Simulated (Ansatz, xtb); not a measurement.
Ranking isomers of FH2O2Si2+

6 gas-phase structures of FH2O2Si2+, found in a search over its isomers (lower ones may exist). Each was relaxed with GFN2-xTB; where two conformers were screened, the lower at r2SCAN-D4/def2-SVP is listed:

A. a singlet given by its coordinates
B. `O=[Si](F)O[SiH2+]`, a singlet
C. a singlet given by its coordinates
D. `O[SiH+]O[Si]F`, a singlet
E. `O=[SiH]O[SiH+]F`, a singlet
F. `O[Si@H](F)[O+]=[Si]`, a singlet

C (Å):

```yaml
atoms:
  - { symbol: F, position_ang: [-0.4003, 2.6046, 1.9777] }
  - { symbol: O, position_ang: [1.4020, 0.6867, 2.3160] }
  - { symbol: O, position_ang: [-0.3446, 0.1751, 0.8949] }
  - { symbol: Si, position_ang: [-0.2926, 1.0981, 2.3910] }
  - { symbol: Si, position_ang: [1.2377, -0.0910, 0.9166] }
  - { symbol: H, position_ang: [-1.0095, 0.5024, 3.4738] }
  - { symbol: H, position_ang: [2.1657, -0.7072, 0.0298] }
```

Close contacts (Å): F1–Si4 1.57, O2–Si4 1.75, O2–Si5 1.61, O3–Si4 1.76, O3–Si5 1.60, Si4–Si5 2.44, Si4–H6 1.43, Si5–H7 1.42.

A (Å):

```yaml
atoms:
  - { symbol: F, position_ang: [-1.4081, 2.2083, 2.8030] }
  - { symbol: O, position_ang: [1.3894, 0.9260, -0.2494] }
  - { symbol: O, position_ang: [0.9820, 1.2193, 2.3529] }
  - { symbol: Si, position_ang: [2.2784, 0.6112, 0.9892] }
  - { symbol: Si, position_ang: [-0.0439, 1.6838, 3.3861] }
  - { symbol: H, position_ang: [0.5653, 1.2565, -0.6141] }
  - { symbol: H, position_ang: [0.0203, 1.7260, 4.8111] }
```

Close contacts (Å): F1–Si5 1.57, O2–Si4 1.56, O3–Si4 1.98, O3–Si5 1.53, O2–H6 0.96, Si5–H7 1.43.

Make a reasoned guess at their ranking by r2SCAN-D4/def2-SVP single-point energy.

Calculated order at r2SCAN-D4/def2-SVP: F (0.0), C (11.9), D (18.5), A (30.7), E (53.8), B (58.0) kcal/mol.

Energies above the lowest of each column, in kcal/mol; the last columns are at B3LYP-D3(BJ)/def2-SVP geometries and were run for some of them only (a dash: not run or not comparable):

| structure | GFN2-xTB | HF/STO-3G | r2SCAN-D4/def2-SVP | B3LYP-D3(BJ)/def2-SVP | CCSD(T)/def2-SVP + ΔMP2/def2-TZVPP |
| --- | --- | --- | --- | --- | --- |
| F | 0.0 | 0.0 | 0.0 | 0.0 | 0.0 |
| C | 16.8 | 27.0 | 11.9 | 18.0 | 12.0 |
| D | 10.5 | 35.3 | 18.5 | 18.2 | 22.4 |
| A | 16.0 | 52.9 | 30.7 | – | – |
| E | 0.4 | 96.2 | 53.8 | – | – |
| B | 8.7 | 101.0 | 58.0 | – | – |

Every level run on F puts it lowest or level with the lowest. Some further structures that were screened fall inside this span and aren't listed. Flexible structures stand in one conformer each, not always the lowest. Frequencies (B3LYP-D3(BJ)/def2-SVP) were run for C, D, F alone. The ΔMP2 step shifts differences by up to 8.1 kcal/mol, which makes them less sure. ΔMP2 is the change of the MP2 energy from the smaller to the larger basis.

Over these structures GFN2-xTB departs from r2SCAN-D4/def2-SVP by 20.8 kcal/mol on average once a common shift is removed. A GFN2-xTB relaxation took about 0.21 s and the r2SCAN-D4/def2-SVP energy about 4.8 s on a shared host (Ansatz 0.2.0, xtb 6.7.1).
